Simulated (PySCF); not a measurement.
C₅H₇F, SMILES FC1=CCCC1. Atoms are numbered in the order given.

```xyz
13

F      1.9575    -0.7541     0.2770
C      0.6986    -0.3385     0.1187
C     -0.3848    -1.1132     0.0825
C     -1.6219    -0.2530    -0.0432
C     -1.0540     1.1331    -0.4431
C      0.4171     1.1349     0.0224
H     -0.3805    -2.2000     0.1851
H     -2.1617    -0.2090     0.9207
H     -2.3396    -0.6353    -0.7872
H     -1.6357     1.9694    -0.0282
H     -1.0810     1.2278    -1.5402
H      1.0993     1.6442    -0.6768
H      0.5519     1.6097     1.0110
```

Geometry: ωB97X-D3(BJ)/def2-SVP. One conformer was computed; it need not be the lowest.

These are PySCF with PBE/pcSseg-1 values and carry that method's errors.

GIAO shieldings, no solvent; atoms listed in one row are averaged. δ = σ(ref) − σ: ¹⁹F against CFCl3 (σ = 133.6 ppm); ¹³C against TMS (σ = 182.0 ppm); ¹H against TMS (σ = 31.49 ppm), references at their B3LYP-D3(BJ)/def2-TZVP geometries, non-relativistic.

Computed chemical shifts:
| nucleus | atoms | count | δ (ppm) |
|---|---|---|---|
| ¹⁹F | F1 | 1 | -134.5 |
| ¹³C | C2 | 1 | 174.5 |
| ¹³C | C3 | 1 | 107.9 |
| ¹³C | C6 | 1 | 36.4 |
| ¹³C | C4 | 1 | 34.9 |
| ¹³C | C5 | 1 | 27.9 |
| ¹H | H7 | 1 | 5.27 |
| ¹H | H13 | 1 | 2.84 |
| ¹H | H8 | 1 | 2.80 |
| ¹H | H9 | 1 | 2.60 |
| ¹H | H12 | 1 | 2.45 |
| ¹H | H10, H11 | 2 | 2.16 |
